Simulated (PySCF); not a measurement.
## Trend along group 14: MRb cations

MP2 with double-zeta basis sets in PySCF, for the lowest determinant that a PBE0 search found; no spin–orbit coupling. De refers to high-spin ground-configuration atoms (the charge goes to the atom of lower measured ionisation energy or higher electron affinity, which is not always the lowest computed limit).

```json
{"M": "Si", "basis": "def2-SVPD", "reference, frozen orbitals": "UHF, 5", "charged atom": "Rb+", "state (unpaired electrons)": "triplet (σ ↑, π ↑)", "Re (Å)": "3.907", "ωe (cm⁻¹)": "77.1", "De (eV)": "0.27"}
{"M": "Ge", "basis": "def2-SVP", "reference, frozen orbitals": "UHF, 9", "charged atom": "Rb+", "state (unpaired electrons)": "triplet (σ ↑, π ↑)", "Re (Å)": "3.937", "ωe (cm⁻¹)": "54.0", "De (eV)": "0.25"}
{"M": "Pb", "basis": "def2-SVP", "reference, frozen orbitals": "UHF, 4", "charged atom": "Rb+", "state (unpaired electrons)": "triplet (σ ↑, π ↑)", "Re (Å)": "4.180", "ωe (cm⁻¹)": "40.6", "De (eV)": "n/a"}
```

The shortest bond is that of RbSi⁺ (3.907 Å), the longest that of RbPb⁺ (4.180 Å).

The rows differ in basis set, which adds steps of its own.

Down a group the atoms grow and get heavier, so bonds lengthen and wavenumbers fall; this series shows no clear exception.

Correlated steps freeze the inner cores (4 to 9 orbitals); shallow outer-core shells are correlated. Weak bonds: RbGe⁺, RbSi⁺. Basis-set superposition, not corrected here, can be much of De in a small basis, most of all at correlated wavefunction levels. Spin–orbit coupling is left out, which matters for elements this heavy, above all for dissociation energies. For an ion De counts to the pair picked by the measured ionisation energies or electron affinities, which need not be the lowest pair at this level. States were picked by a PBE0 search and need not be the measured ground states.
